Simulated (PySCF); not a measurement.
A calculated (r2SCAN, PySCF 2.14, aug-cc-pVDZ-DK, scalar relativity by spin-free X2C-1e) atom or ion has these occupied shells.

| shell | electrons | orbital energy (eV) | rms radius, mean of both spins (bohr) |
| --- | --- | --- | --- |
| 1s α | 1 | -691.89 | 0.204 |
| 1s β | 1 | -689.62 | 0.204 |
| 2s α | 1 | -51.846 | 1.05 |
| 2p α | 3 | -31.186 | 1.12 |
| 2p β | 2 | -26.678 | 1.12 |

Task: Name the element and its charge.

Result: F⁺ (fluorine, charge +1), in [He] 2s1 2p5, high-spin 3P determinant (an excited configuration).
